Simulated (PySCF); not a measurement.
Job file and geometry (Å, from GFN2-xTB) of a spin–spin coupling run on `InChI=1S/C5H4BFO2/c6-3-1-2-4(8)9-5(3)7/h1-2H,6H2`, B3LYP/pcJ-1 indirect spin-spin coupling, non-relativistic, gas phase (PySCF); density fitting, a coarse starting grid and PySCF grid level 2 are the driver's defaults:

```
$ OMP_NUM_THREADS=1 python probes_run.py task.json out

{"job": {"kind": "j", "xc": "B3LYP", "basis": "pcJ-1"}, "charge": 0, "multiplicity": 1}
B      2.250631     0.523148    -0.245090
C      0.777701     0.099915    -0.080411
C     -0.316736     1.032830    -0.030891
C     -1.597962     0.631394     0.113845
C     -1.947685    -0.761921     0.227245
O     -3.032855    -1.248118     0.358322
O     -0.846170    -1.642622     0.174170
C      0.379576    -1.201642     0.032207
F      1.239605    -2.212731     0.008969
H      2.502885     1.658676    -0.333592
H      3.088751    -0.285952    -0.279482
H     -0.079902     2.082718    -0.114436
H     -2.422225     1.324790     0.151416
```

**Question.** What does the program print?

**Answer.** 
```
coarse grid: 12256 points
cycle   1  E = -467.7307078291  dE =  1.742e+00  |g| = 1.130e+00  |ddm| = 3.530e+00
cycle   2  E = -466.7965924696  dE =  9.341e-01  |g| = 2.456e+00  |ddm| = 2.769e+00
cycle   3  E = -467.9369648229  dE = -1.140e+00  |g| = 4.383e-01  |ddm| = 2.254e+00
cycle   4  E = -467.9691103809  dE = -3.215e-02  |g| = 1.584e-01  |ddm| = 3.958e-01
cycle   5  E = -467.9729194772  dE = -3.809e-03  |g| = 3.911e-02  |ddm| = 1.008e-01
cycle   6  E = -467.9732295682  dE = -3.101e-04  |g| = 1.161e-02  |ddm| = 3.602e-02
cycle   7  E = -467.9732510031  dE = -2.143e-05  |g| = 3.877e-03  |ddm| = 8.763e-03
cycle   8  E = -467.9732534922  dE = -2.489e-06  |g| = 1.177e-03  |ddm| = 3.557e-03
final grid: 122760 points
cycle   9  E = -468.0649371694  dE = -2.096e-04  |g| = 7.872e-03  |ddm| = 2.621e-02
cycle  10  E = -468.0649157904  dE =  2.138e-05  |g| = 1.320e-02  |ddm| = 1.358e-02
cycle  11  E = -468.0649463646  dE = -3.057e-05  |g| = 2.197e-03  |ddm| = 1.017e-02
cycle  12  E = -468.0649469683  dE = -6.037e-07  |g| = 1.315e-03  |ddm| = 2.483e-03
cycle  13  E = -468.0649472582  dE = -2.899e-07  |g| = 2.303e-04  |ddm| = 9.348e-04
cycle  14  E = -468.0649472688  dE = -1.062e-08  |g| = 5.549e-05  |ddm| = 2.232e-04
cycle  15  E = -468.0649472694  dE = -5.213e-10  |g| = 2.625e-05  |ddm| = 5.615e-05
converged SCF energy = -468.0649472694

Indirect spin-spin couplings (Hz)
  i      j    bonds     total        FC       PSO       DSO        SD
  0 B    1 C    1     66.507    68.975    -2.900     0.259     0.173
  0 B    2 C    2      2.111     1.996     0.074    -0.010     0.051
  0 B    3 C    3      3.061     2.801     0.268    -0.085     0.077
  0 B    5 O    5     -0.300    -0.080    -0.024     0.051    -0.247
  0 B    6 O    3     -1.289    -0.215    -0.718     0.056    -0.411
  0 B    7 C    2      2.580     1.654     0.248     0.032     0.646
  0 B    8 F    3      7.363     6.971    -1.300     0.018     1.674
  0 B    9 H    1    135.675   136.309    -1.668     0.473     0.562
  0 B   10 H    1    136.534   137.041    -1.635     0.512     0.615
  0 B   11 H    3      4.421     4.609    -0.213     0.041    -0.015
  1 C    8 F    2     18.059    32.247   -18.976    -0.111     4.899
  1 C    9 H    2      4.259     4.832    -0.596     0.023         -
  1 C   10 H    2      3.560     4.125    -0.583     0.017         -
  1 C   11 H    2      5.105     5.803    -0.556    -0.142         -
  1 C   12 H    3      7.610     7.753     0.297    -0.439         -
  2 C    8 F    3      7.021     5.986     2.341    -0.343    -0.964
  2 C    9 H    3      6.456     6.521    -0.164     0.099         -
  2 C   10 H    3      7.758     7.788     0.251    -0.281         -
  2 C   11 H    1    173.585   173.142    -0.449     0.892         -
  2 C   12 H    2      0.692     2.272    -1.203    -0.377         -
  3 C    8 F    4      8.988     3.557     0.433    -0.330     5.329
  3 C    9 H    4      0.232     0.204     0.215    -0.187         -
  3 C   10 H    4      1.477     1.468     0.273    -0.264         -
  3 C   11 H    2      2.093     3.614    -1.189    -0.333         -
  3 C   12 H    1    180.620   179.509     0.141     0.971         -
  4 C    8 F    3    -10.381    -8.763    -1.646    -0.349     0.377
  4 C    9 H    5      0.191     0.196     0.157    -0.162         -
  4 C   11 H    3     13.976    13.938     0.392    -0.354         -
  4 C   12 H    2      6.843     7.457    -0.629     0.015         -
  5 O    8 F    4      0.700    -0.135     0.715     0.184    -0.063
  5 O   12 H    3     -0.049    -0.473     0.362     0.061         -
  6 O    8 F    2     -5.795   -33.758    27.432     0.009     0.523
  6 O    9 H    4     -0.301    -0.168    -0.290     0.157         -
  6 O   12 H    3     -1.823    -1.671    -0.411     0.259         -
  7 C    8 F    1   -376.837  -329.071   -45.376     1.071    -3.461
  7 C    9 H    3      6.906     6.858     0.263    -0.214         -
  7 C   10 H    3      2.781     2.902    -0.255     0.134         -
  7 C   11 H    3     13.730    13.744     0.341    -0.356         -
  7 C   12 H    4     -1.447    -1.362     0.268    -0.353         -
  8 F    9 H    4      3.497     3.416     1.055    -0.959    -0.015
  8 F   10 H    4      4.435     4.870    -1.142     0.868    -0.161
  8 F   11 H    4     10.356    10.174     1.788    -1.496    -0.109
  8 F   12 H    5      1.727     2.360     1.078    -1.533    -0.179
  9 H   10 H    2      3.236     3.390     1.924    -2.078         -
  9 H   11 H    4     -0.164    -0.216    -1.160     1.212         -
 10 H   12 H    5      0.441     0.515     1.059    -1.132         -
 11 H   12 H    3     10.207    10.505     0.133    -0.431         -
```

Size and cost of the density-fitted run: 283 basis functions, 2.1 min wall time on 1 thread of an Intel Xeon, shared host; peak memory 1.1 GiB.
